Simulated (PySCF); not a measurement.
```xyz
3
charge 0 multiplicity 3, angstrom
Zr   -0.2901    0.0000   -0.3255
F    -2.0651    0.0000    0.3591
Cl    1.8645    0.0000    0.6210
```

These are results of PySCF, UPBE0, basis Zr def2-TZVP with ECP28, F def2-TZVP, Cl def2-TZVP (scalar-relativistic core potentials, no spin–orbit coupling, density fitting), not measurements.

This geometry of ZrFCl is a stationary point at this level.

Question: What is the point group?

Answer: Cs.

Question: Is it a minimum?

Answer: Yes: all harmonic wavenumbers are real.

Question: List the harmonic modes with their infrared intensities.

Answer: 
```
symmetry  ω (cm⁻¹)  IR (km/mol)
      a'        86          7.4
      a'       386         56.8
      a'       649          145
```

Question: What are the dipole moment and the gap between the highest occupied and lowest empty levels of either spin?

Answer: 2.01 D and 2.92 eV.

Question: Give the atomic charges and bond orders.

Answer: 
```csv
atom,Mulliken,Löwdin,polar tensor,spin (Mulliken),Mayer order to Zr1
Zr1,0.88,0.24,1.22,2.05,–
F2,-0.46,-0.26,-0.65,-0.02,0.94
Cl3,-0.42,0.02,-0.57,-0.04,1.05
```

This need not be the most stable arrangement of these atoms. Open d and f shells are described by one determinant, and the ground state may have another occupation or spin.
